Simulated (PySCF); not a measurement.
System: CH3I2Si, net charge 0, doublet state. It need not be the lowest isomer of its formula. SMILES: C[Si](I)I
Geometry: optimised at B3LYP-D3(BJ)/def2-TZVP (Ansatz).

Dispersion corrections to the total energy (kcal/mol) from the dftd3 and dftd4 libraries through PySCF: D3(BJ) without and D4 with the three-body term, each with the damping fitted for the functional named.

```
functional  D3(BJ)     D4
----------  ------  -----
PBE          -5.65  -5.92
PBE0         -5.48  -5.14
HF          -41.42      ?
r2SCAN           ?  -1.29
BP86        -11.71      ?
BHLYP       -10.38  -9.51
PW6B95       -4.60  -3.92
```

Problem. Complete the blanks.

Solution. 
- HF, D4: -17.35
- r2SCAN, D3(BJ): -1.63
- BP86, D4: -8.67
